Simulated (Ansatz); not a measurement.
## Heat of formation of AsF3 (arsenic trifluoride) from total energies

AsF3 has 4 atoms, charge 0, and is taken as a singlet. SMILES: `F[As](F)F`. The shape is that of a PBE0-D4/def2-TZVP optimisation.

Total energies at HF/cc-pVDZ (Ansatz 0.2.0); the atoms run unrestricted:

```
species    state   energy (Eh)
   AsF3  singlet  -2532.554383
      F  doublet    -99.375240
     As  quartet  -2234.166878
```

Harmonic wavenumbers at PBE0-D4/def2-TZVP, in cm⁻¹: 260, 260, 335, 705, 705, 745.

Measured heats of formation of the gaseous atoms at 298.15 K, in kJ/mol: F 79.4, As 302.5. Spin-orbit lowering of the atoms at 298 K (mean of the ground term's levels less their thermal mean, from spectra), in kJ/mol: F 1.29. Take 1 Eh = 2625.50 kJ/mol, 1 cm⁻¹ = 0.0119627 kJ/mol, RT = 2.479 kJ/mol.

Question: What heat of formation follows?

Answer: 
1. Electronic atomisation energy: 3 × (-99.375240) + (-2234.166878) − (-2532.554383) = 0.261785 Eh = 687.3 kJ/mol.
2. Zero-point energy: half the sum of the wavenumbers, 1505 cm⁻¹ = 18.0 kJ/mol.
3. Thermal vibrational enthalpy, Σ hcν̃/(exp(hcν̃/kT) − 1): 4.3 kJ/mol. Translation, rotation and pV of a non-linear molecule: 4 RT = 9.9 kJ/mol.
4. The 4 free atoms carry 5/2 RT each: 24.8 kJ/mol.
5. Spin-orbit coupling lowers the free atoms by 3 × 1.29 = 3.9 kJ/mol.
6. Atomisation enthalpy at 298 K: 687.3 − 3.9 − 18.0 − 4.3 − 9.9 + 24.8 = 676.0 kJ/mol.
7. Sum of the atoms' heats of formation: 540.7 kJ/mol. Heat of formation: 540.7 − 676.0 = -135.3 kJ/mol.

The tabulated value is -785.8 kJ/mol (CRC Handbook of Chemistry and Physics; in doubt: semi-empirical heats miss it by far, so it may belong to another species or phase), so this level is off by +650.5 kJ/mol, or 49.0 % of the atomisation enthalpy that the table implies (1326.4 kJ/mol). Hartree–Fock leaves out correlation, which is larger in the molecule than in the atoms, so it underbinds and puts the heat of formation too high. Relativity is left out. Anharmonicity and any spin-orbit splitting of the molecule are left out.
